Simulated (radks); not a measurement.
Results of a calculation; reference values are marked as such.
Fractional charge and spin in the 3s shell of scandium: the spin-up occupation runs from 0 to 1 and the spin-down occupation from 0 to 1; the fullest corner is Sc3+, [Ne] 3p6 3s(up 1, down 1). Level of theory: scalar-relativistic Kohn-Sham, r2SCAN, spin-polarised, spherical densities, finite nucleus; meta-GGA in the generalised Kohn-Sham scheme; Fermi nuclear charge, rms radius of each element as measured or else 0.836 A^(1/3) + 0.57 fm (a radial shooting solver on a logarithmic mesh with Libxc functionals). Energy (eV) above the fullest corner. The planes named below are the two flat planes that join the four corners, with an edge along up + down = one added electron.

\begin{tabular}{lrrrrr}
down \ up & 0 & 0.25 & 0.5 & 0.75 & 1 \\ \hline
0 & 215.951 & 184.499 & 154.255 & 125.218 & 97.385 \\
0.25 & 184.499 & 154.416 & 125.526 & 97.828 & 71.319 \\
0.5 & 154.255 & 125.526 & 97.975 & 71.602 & 46.401 \\
0.75 & 125.218 & 97.828 & 71.602 & 46.537 & 22.630 \\
1 & 97.385 & 71.319 & 46.401 & 22.630 & 0.000 \\
\end{tabular}

Corners above the fullest one (they belong to Sc4+ and the next ion): (up 1, down 0) 97.385 eV, (up 0, down 1) 97.385 eV, (up 0, down 0) 215.95 eV. With half an added electron in each spin the energy lies 0.590 eV from the planes, and with half an added electron in spin up alone -2.413 eV. The planes are only a guide here: the flat-plane condition holds for ground states with one frontier orbital, while this shell lies below other occupied shells, so the corners above the fullest one are inner-hole states and not the ground states of those ions.
